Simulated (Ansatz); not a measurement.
The same path of CH6Sn + H2 (10 atoms, charge 0, multiplicity 1) was run twice with different band settings. Lost on the way: Sn1–C2, H9–H10. Made: Sn1–H9, C2–H10.

Theory: RKS PBE/def2-mTZVP in Ansatz 0.2.0.

Relaxed end points:

```xyz
10
Properties=species:S:1:pos:R:3
Sn -0.308 -0.348 0.091
C -0.258 -0.282 2.254
H -1.261 -0.465 2.661
H 0.426 -1.048 2.643
H 0.087 0.703 2.594
H 1.286 -0.169 -0.551
H -1.295 0.930 -0.527
H -0.956 -1.856 -0.450
H 2.094 2.652 1.113
H 2.094 2.759 1.857
```

```xyz
10
Properties=species:S:1:pos:R:3
Sn 0.384 0.214 -1.009
C -0.001 0.361 3.346
H -0.997 0.381 2.885
H 0.473 -0.609 3.151
H -0.099 0.510 4.428
H 0.873 -0.083 -2.633
H -1.141 1.014 -1.007
H 0.248 -1.281 -0.167
H 1.554 1.208 -0.230
H 0.617 1.163 2.922
```

Common settings: movable images 7; climbing image yes; spring 5.0 eV/Å²; optimiser quadratic models (default); force threshold 0.05 eV/Å; iteration limit 60; end points relaxed.

| run | start path |
| --- | --- |
| 1 | through a guess of the saddle point |
| 2 | straight line |

(1) What does each run give, and how far can it be trusted?

Results:

(1) Run 1: converged after 26 iterations, highest image 2.867 eV above the first end. Neighbouring images differ by up to 2.5 eV, so the band resolves the path poorly. A vibrational analysis at the climbing image gives one clearly imaginary mode, 1913i cm⁻¹: a first-order saddle point.
Run 2: converged after 35 iterations, highest image 2.867 eV above the first end. Neighbouring images differ by up to 2.5 eV, so the band resolves the path poorly. Another band between the same ends (7 images) ends at a top of the same energy, where a vibrational analysis finds 1 clearly imaginary mode.
The orbitals stay closed-shell, which can raise the energy where a bond breaks towards radicals; this wasn't checked here.
